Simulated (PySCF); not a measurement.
silylphosphine cation (H5PSi), SMILES P[SiH3] (connectivity only; charge and spin as stated), charge +1, multiplicity 2.

Geometry optimised at B3LYP-D3(BJ)/def2-TZVP. The multiplicity is an assumed one; other spin states were not compared.

All values below come from PBE/def2-TZVPD in PySCF.

Gas-phase values at a fixed geometry.

The total energy comes out as -633.21181 hartree, the point group comes out as Cs and the α spin, highest occupied and lowest empty level is -12.86 and -7.06 eV. The β spin, highest occupied and lowest empty level is -14.36 and -11.08 eV and the dipole moment about the centre of nuclear charge comes out as 1.25 D. The mean static polarisability is 50.3 bohr³ (7.45 Å³) and the polarisability, principal values is 41.6, 44.4, 64.8 bohr³. The ⟨S²⟩ is 0.755 (pure state 0.75).
